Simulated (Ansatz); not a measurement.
A nudged elastic band was laid between two geometries of CH6SSi2 (10 atoms, charge 0, multiplicity 1).

Level of theory: RKS PBE0-D4/6-31G* (Ansatz).

```json
{
  "movable images": "7",
  "climbing image": "yes",
  "spring": "5.0 eV/Å²",
  "optimiser": "quadratic models (default)",
  "start path": "through a guess of the saddle point",
  "force threshold": "0.05 eV/Å",
  "iteration limit": "60",
  "end points": "relaxed"
}
```

First end point:

```xyz
10
Properties=species:S:1:pos:R:3
C -1.339 0.783 -0.769
Si -0.426 -0.509 0.236
Si 1.740 -0.318 0.822
S 1.121 -1.617 -0.794
H -0.629 1.396 -1.333
H -1.921 1.438 -0.112
H -2.025 0.308 -1.478
H -1.338 -1.368 1.037
H 2.338 -1.009 1.994
H 2.564 0.845 0.400
```

Last end point:

```xyz
10
Properties=species:S:1:pos:R:3
C -1.180 0.832 -0.614
Si -0.270 -0.342 0.542
Si 1.757 0.160 1.552
S 1.579 -1.090 -0.532
H -0.547 1.684 -0.884
H -2.064 1.231 -0.102
H -1.520 0.334 -1.528
H -1.071 -1.585 0.740
H 1.685 -1.209 2.226
H 1.713 -0.065 -1.398
```

(1) What changes between the two ends?

(2) Give the energies along the band, and the barrier.

(3) What is the geometry of the highest image?

(4) What are the harmonic wavenumbers there?

## Answers

(1) Bonds broken: Si3–H10. Bonds formed: S4–H10.

(2) The forces met the threshold. The highest image is number 4 of 0 to 8, 1.96 eV above the first end and 0.60 eV above the last; the last end lies 1.36 eV above the first. A vibrational analysis at the climbing image gives one clearly imaginary mode, 764i cm⁻¹: a first-order saddle point. The orbitals stay closed-shell, which can raise the energy where a bond breaks towards radicals; this wasn't checked here.

```tsv
image	path coordinate (Å)	energy (eV)	Si3–H10 (Å)	S4–H10 (Å)
0	0.00	0.00	1.49	3.09
1	0.49	0.04	1.48	3.00
2	0.98	0.52	1.46	2.60
3	1.48	1.44	1.49	2.14
4	1.97	1.96	1.68	1.62
5	2.42	1.86	2.09	1.39
6	2.88	1.64	2.46	1.35
7	3.34	1.40	2.81	1.34
8	3.80	1.36	2.96	1.35
```

(3) 
```xyz
10
Properties=species:S:1:pos:R:3
C -1.343 0.818 -0.709
Si -0.273 -0.387 0.244
Si 1.738 0.215 1.231
S 1.344 -1.271 -0.843
H -0.724 1.605 -1.149
H -2.082 1.286 -0.048
H -1.879 0.309 -1.517
H -1.037 -1.471 0.909
H 1.947 -0.972 2.147
H 2.393 -0.183 -0.262
```

(4) 764i, 138, 156, 192, 302, 418, 494, 527, 587, 649, 693, 753, 814, 827, 912, 1322, 1479, 1483, 1581, 2131, 2285, 3075, 3162, 3177 cm⁻¹.

Run time: 2.6 min on 2 threads of Arm Neoverse V1 (shared host), peak memory 0.18 GiB.
